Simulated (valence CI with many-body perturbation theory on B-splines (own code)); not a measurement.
The numbers below are computed, except where a source is named.
**Gd XXV: what each term of the Hamiltonian does**

Method: configuration interaction combined with many-body perturbation theory (CI+MBPT): four valence electrons over a frozen Dirac-Fock core [Kr], a basis of 9 s, 9 p, 10 d, 8 f, 5 g, 3 h, 1 i functions for each j, with the one-electron correlation potential Σ1, the two-electron term Σ2, the three-electron term Σ3, Breit, model QED; selected CI, second order for the rest (own B-spline code, finite nucleus).

No measured spectrum was set against this ion. As an estimate, terms of the open shell hold to 2 to 4 % of their energy, and close levels can change places. Only levels of the ground parity were solved; by the run's estimate the other parity begins above the list, which can be wrong where configurations are misplaced.

Each rung adds one term. CI alone is the Dirac-Coulomb CI over the frozen core; QED comes last and gives the full result, which names the levels. Energies are above (4d3/2^4) J=0 on the same rung, in eV.

Levels are named by their leading jj configuration (3d3/2^4 stands for four electrons in 3d with j = 3/2), which in mixed levels can hold well under half, so a name can repeat and another be missing. Letters in brackets count levels of one name in rising energy.

```tsv
Level	CI alone
(4d3/2^3 4d5/2) J=1	5.073
(4d3/2^3 4d5/2) J=2	8.043
(4d3/2^3 4d5/2) J=4	9.282
(4d3/2^3 4d5/2) J=3	9.524
(4d3/2^2 4d5/2^2) J=0 [a]	13.299
(4d3/2^2 4d5/2^2) J=4 [a]	14.267
(4d3/2^2 4d5/2^2) J=2 [a]	14.996
(4d3/2^2 4d5/2^2) J=3 [a]	15.185
(4d3/2^2 4d5/2^2) J=5	16.660
(4d3/2^2 4d5/2^2) J=1	16.813
(4d3/2^2 4d5/2^2) J=6	17.792
(4d3/2^2 4d5/2^2) J=4 [b]	18.869
(4d3/2^2 4d5/2^2) J=3 [b]	19.152
(4d3/2^2 4d5/2^2) J=2 [b]	18.999
(4d3/2 4d5/2^3) J=4 [a]	21.647
(4d3/2^2 4d5/2^2) J=2 [c]	22.104
```

(1) What do these energies become with core correlation, Breit and QED?

(2) How does the ionisation energy move along the ladder, and which term matters most?

Results:

(1) (4d3/2^3 4d5/2) J=1 5.057 (-0.0154); (4d3/2^3 4d5/2) J=2 7.895 (-0.1486); (4d3/2^3 4d5/2) J=4 8.840 (-0.4418); (4d3/2^3 4d5/2) J=3 9.234 (-0.2894); (4d3/2^2 4d5/2^2) J=0 [a] 13.207 (-0.0920); (4d3/2^2 4d5/2^2) J=4 [a] 13.842 (-0.4250); (4d3/2^2 4d5/2^2) J=2 [a] 14.626 (-0.3694); (4d3/2^2 4d5/2^2) J=3 [a] 14.652 (-0.5326); (4d3/2^2 4d5/2^2) J=5 15.902 (-0.7582); (4d3/2^2 4d5/2^2) J=1 16.516 (-0.2970); (4d3/2^2 4d5/2^2) J=6 16.885 (-0.9067); (4d3/2^2 4d5/2^2) J=4 [b] 18.043 (-0.8264); (4d3/2^2 4d5/2^2) J=3 [b] 18.352 (-0.8003); (4d3/2^2 4d5/2^2) J=2 [b] 18.370 (-0.6297); (4d3/2 4d5/2^3) J=4 [a] 21.108 (-0.5382); (4d3/2^2 4d5/2^2) J=2 [c] 21.810 (-0.2935).

(2) CI alone 806.79, + Σ1 809.27, + Σ2 811.41, + Σ3 811.47, + Breit 811.08, + QED 811.13 eV. The largest step is Σ1, 2.49 eV. NIST lists 810 ± 4 eV (theoretical).
